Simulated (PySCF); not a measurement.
CH8OSi2.

```xyz
12

Si     0.9968     0.2599    -0.5899
C      2.4280     0.3596     0.5992
O     -0.3834    -0.1040     0.2635
Si    -2.0107    -0.3884     0.1760
H      1.2350    -0.8025    -1.6169
H      0.8069     1.5637    -1.2999
H      2.2536     1.1409     1.3545
H      2.5682    -0.5990     1.1214
H      3.3595     0.5999     0.0629
H     -2.5178    -0.6556     1.5516
H     -2.2906    -1.5731    -0.6919
H     -2.7215     0.7987    -0.3904
```

Geometry optimised at PBE0-D3(BJ)/def2-SVP. Other conformers were not sampled.

All values below come from PBE0/pcSseg-1 run with PySCF. Non-relativistic, no solvent.

Computed absolute GIAO shielding of each atom: isotropic value and principal components (ppm):
```tsv
atom	σ(iso)	σ11	σ22	σ33	span
Si1	365.6	305.6	365.6	425.7	120.1
C2	185.3	172.3	188.3	195.3	23.0
O3	322.5	264.5	348.1	354.8	90.3
Si4	390.3	346.0	353.1	471.7	125.7
H5	26.2	22.7	25.3	30.8	8.1
H6	26.2	22.7	25.3	30.8	8.1
H7	30.7	26.7	28.4	36.9	10.2
H8	30.7	26.7	28.4	36.9	10.2
H9	31.4	27.6	27.7	38.8	11.2
H10	26.3	23.1	24.7	31.2	8.1
H11	26.2	23.1	24.6	31.0	7.9
H12	26.2	23.1	24.6	31.0	7.9
```
